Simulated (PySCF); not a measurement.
**Dipole response of Pb (lead, neutral)**

[Xe] 4f14 5d10 6s2 6p2, high-spin 3P determinant. Calculation: PySCF 2.14, in aug-cc-pVTZ-DK3; the spin-free X2C one-electron Hamiltonian (Gaussian nucleus). Coupled (time-dependent) response in atomic units; α is the mean over directions.

```
method  mean α (bohr³)         α xx, yy, zz  C₆ (like pair)  S(−4)
   PBE           69.28  49.52, 79.15, 79.15           802.2   2169
```

S(−4) is the Cauchy moment in α(ω) = α(0) + S(−4) ω² + …

Reference α: 47 ± 3 bohr³ (recommended; Schwerdtfeger and Nagle, table of static dipole polarizabilities (2023 update)). Published C₆: 534.0 (Gould and Bucko (2016)).

Spin-orbit coupling is absent.

α(iu) at PBE:

| u (hartree) | α(iu) (bohr³) |
| --- | --- |
| 0 | 69.28 |
| 0.0500 | 64.41 |
| 0.100 | 54.19 |
| 0.200 | 36.07 |
| 0.300 | 25.18 |
| 0.500 | 14.52 |
| 0.750 | 8.908 |
| 1.00 | 6.194 |
| 1.50 | 3.614 |
| 2.00 | 2.394 |
| 3.00 | 1.266 |
| 5.00 | 0.5198 |

A single London oscillator, α(iu) = α/(1 + u²/ω²), gives C₆ = (3/4) ω α². Matching the computed C₆ needs ω = 4 × 802.2 / (3 × 69.28²) = 0.223 hartree.

The components differ because the open shell of this determinant is not spherical; for a pure term their mean is the scalar polarisability.

Spin-orbit coupling is strong in this species (close to jj coupling), so the high-spin LS determinant is a model state, not a physical level.
